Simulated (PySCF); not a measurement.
**Si(3+): ionisation energy**

Si(3+) [Ne] 3s1 [3s1/2^1, M_J = 1/2] → Si(4+) [Ne], as a difference of total energies. Calculation: PySCF 2.14, in x2c-TZVPall-2c (5s6p2d1f, 40 functions); the two-component X2C-1e Hamiltonian. Correlated levels: [Ne] frozen; the 6 highest virtual spinors dropped. "Screened" scales the spin-orbit matrix elements by Boettger's factors to mimic the two-electron term; Breit and QED terms are absent.

```csv
method,ionisation energy (eV)
GHF (screened spin-orbit),44.697
GMP2 (screened spin-orbit),44.697
GCCSD (screened spin-orbit),44.697
GCCSD(T) (screened spin-orbit),44.697
```

Errors of the correlated levels include the incompleteness of this basis and the frozen core.

For comparison: 45.142 eV (measured; NIST Atomic Spectra Database, ionization energies).
